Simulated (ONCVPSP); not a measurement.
## Potentials for antimony (Sb) compared

Generated with ld1.x 7.5 (TM, RRKJ, ultrasoft, PAW), atompaw 4.2 or ONCVPSP 4.0.1. The cutoff is in Ry: for ld1.x and atompaw files where the sum of valence levels is converged to 10 mRy in a Bessel basis, for ONCV files where the hardest occupied wave has 1 mHa per electron of residual kinetic energy. The error is the largest all-electron minus pseudo excitation energy over each file’s own four to seven test configurations (ionisations up to +4, promotions, holes and added fractions of an electron), all of which were solved. The labels leave out finer settings (local radius, basis sizes, second energies), which also bear on the numbers. Spin-polarised tests are not counted. The rows are a selection from randomly drawn settings: files with unsolved tests, undetermined cutoffs or missed reference levels are left out.

A true bound ghost makes a file unfit for plane-wave use even where its test errors are small: the radial tests pick states by their node count and pass the ghost by.

| potential | cutoff (Ry) | largest error (meV) | bound ghosts |
| --- | --- | --- | --- |
| ONCV, PBEsol, scalar-relativistic, rc 1.30/1.55/1.10/1.60 (spdf), local smoothed, core correction yes, reference 4s2 4p6 4d10 5s2 5p3, qcut 12.2/9.9/8.1/7.2, projectors 2/3/1/3 | 261 | -178 | f |
| ONCV, PW91, fully relativistic, rc 1.45/1.60/1.25 (spd), local smoothed, core correction yes, reference 4s2 4p6 4d10 5s2 5p2.75, qcut 6.5/7.2/14, projectors 2/2/2 | 106 | -596 | none |
| ONCV, PBE, non-relativistic, rc 1.15/1.35/1.30 (spd), local smoothed, core correction yes, reference 4s2 4p6 4d10 5s2 5p3, qcut 7.9/11.8/12.1, projectors 3/2/3 | 97 | -40 | none |
| ONCV, PBEsol, scalar-relativistic, rc 1.85/2.40 (sp), local smoothed, core correction yes, reference 5s2 5p3, qcut 3.2/4.1, projectors 1/2 | 25 | -76 | s |
| ONCV, LDA (Perdew-Wang 92), scalar-relativistic, rc 1.60/1.95/2.00 (spd), local smoothed, core correction yes, reference 5s2 5p3, qcut 3.8/5/5.2, projectors 2/2/3 | 79 | -152 | s, p, d |
| ONCV, PBEsol, fully relativistic, rc 1.20/1.30/1.05/1.40 (spdf), local smoothed, core correction yes, reference 4s2 4p6 4d10 5s2 5p3, qcut 9.8/12.4/7.7/9.1, projectors 2/2/2/1 | 484 | -161 | none |

Problem. Fill in the row for Sb: ONCV, PW91, scalar-relativistic, rc 1.30/1.60/1.00 (spd), local smoothed, core correction yes, reference 4s2 4p6 4d10 5s2 5p3, qcut 7.2/7.5/10.5, projectors 3/3/1.

Solution. cutoff 97 Ry, largest error -84 meV, bound ghosts: none.

Problem. Fill in the row for Sb: ONCV, Wu-Cohen, scalar-relativistic, rc 1.30/1.30/1.40 (spd), local smoothed, core correction yes, reference 4s2 4p6 4d10 5s2 5p3, qcut 11.2/10.1/13.4, projectors 2/2/2.

Solution. cutoff 101 Ry, largest error -11 meV, bound ghosts: none.
